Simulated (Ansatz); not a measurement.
Gas-phase electronic energies from Ansatz, PBE0-D4/def2-TZVP geometries. CBS: MP2 limit from def2 TZ/QZ plus the TZ coupled-cluster correction, frozen cores. Functionals use def2-TZVPP. B3LYP here is the variant with VWN-RPA as its local correlation; programs differ in this. One conformer a species, not always the lowest.

Reaction (redistribution): `C[Si](O)(F)Cl` + `[CH3][Al]([SiH3])[CH2]O` → `C[Si](O)([SiH3])Cl` + `[CH3][Al]([F])[CH2]O`

```
         level  ΔE (eV)
     r2SCAN-D4    -0.17
       PBE0-D4    -0.16
      B3LYP-D4    -0.23
           PBE    -0.20
          PBE0    -0.14
 HF/def2-TZVPP    -0.06
MP2/def2-TZVPP    -0.21
CCSD/CBS(def2)    -0.16
```

Problem. What does CCSD(T)/CBS give? (Estimate.)

Solution. Computed: -0.18 eV. The listed levels differ from it by 0.01, 0.02, -0.05, -0.02, 0.04, 0.12, -0.03, 0.02 eV.

Largest T1 diagnostic among the species: 0.011.

In def2-TZVPP, CCSD(T) changes the Hartree–Fock value by −0.10 eV (the triples alone add −0.02 eV) and MP2 by −0.15 eV. The D4 term adds −0.03 eV with B3LYP and −0.02 eV with PBE0; it sums over pairs of atoms, weighted by their polarisabilities, and B3LYP, whose exchange is more repulsive, gets the larger term. From PBE to PBE0 (25 % exact exchange), in def2-TZVPP and without D4, ΔE moves by +0.06 eV.
